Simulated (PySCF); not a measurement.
Constitutional and geometric isomers with formula C2H6Si. Gas-phase values, no solvent. Strings in code marks are SMILES.

All values below come from PBE-D3(BJ)/def2-TZVP // PBE0-D3(BJ)/def2-TZVP in PySCF. All candidates: neutral, multiplicity 1. Delta-SCF ions had no search for a lower state. 

vertical ionisation energy (Delta-SCF): 8.38 eV
LUMO: -1.50 eV
HOMO–LUMO gap: 3.77 eV

Question: Say which member has these values.
A. `C=C[SiH3]`
B. `C1C[SiH2]1`
C. `C=[SiH]C`
D. `CC=[SiH2]`

Answer: C, `C=[SiH]C`. The others give `C1C[SiH2]1`: 9.05 eV, -0.49 eV, 5.31 eV; `CC=[SiH2]`: 8.26 eV, -1.85 eV, 3.39 eV; `C=C[SiH3]`: 10.05 eV, -1.50 eV, 5.40 eV
